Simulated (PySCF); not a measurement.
Species: C₅H₅N₂P.
Geometry (GFN2-xTB, Å), atoms numbered from 1 in this order:
```
atom  x, y, z in Å
C1     3.4693   -1.0200   -1.1725
C2     2.3046   -0.7838   -0.9953
C3     0.9283   -0.5513   -0.8363
N4     0.4766    0.2503    0.1051
N5    -0.8349    0.3188    0.0681
C6    -1.5138    1.1196    1.0501
C7    -1.4426   -0.4132   -0.8827
P8    -0.3288   -1.2907   -1.8590
H9     4.4907   -1.2132   -1.3123
H10   -2.3287    1.6750    0.5864
H11   -0.7916    1.8119    1.4783
H12   -1.9182    0.4890    1.8457
H13   -2.5153   -0.3920   -0.9546
```

Computed at PBE0/pcSseg-1 (PySCF, non-relativistic), with Q(14N) = 0.02044 b: N4, 14N (I = 1): χzz = -5.043 MHz, η = 0.476; N5, 14N (I = 1): χzz = -2.878 MHz, η = 0.454.

Question: Find the zero-field quadrupole resonance frequencies of 14N at N4.

Answer: From ν± = (3/4)|χ|(1 ± η/3) and ν0 = |χ|η/2: ν+ 4.382 MHz, ν− 3.182 MHz, ν0 1.200 MHz (pyridine-type nitrogen).

Question: Where would the pure quadrupole (NQR) lines of 14N at N5 fall for the rigid, isolated species?

Answer: From ν± = (3/4)|χ|(1 ± η/3) and ν0 = |χ|η/2: ν+ 2.485 MHz, ν− 1.832 MHz, ν0 0.654 MHz (pyrrole-type nitrogen).

In a crystal, neighbours and librations shift these lines. GFN2-xTB bond lengths can be off by several hundredths of an ångström, more for odd bonds, and the gradients follow them. With a basis this small, the couplings can be 20 % off.
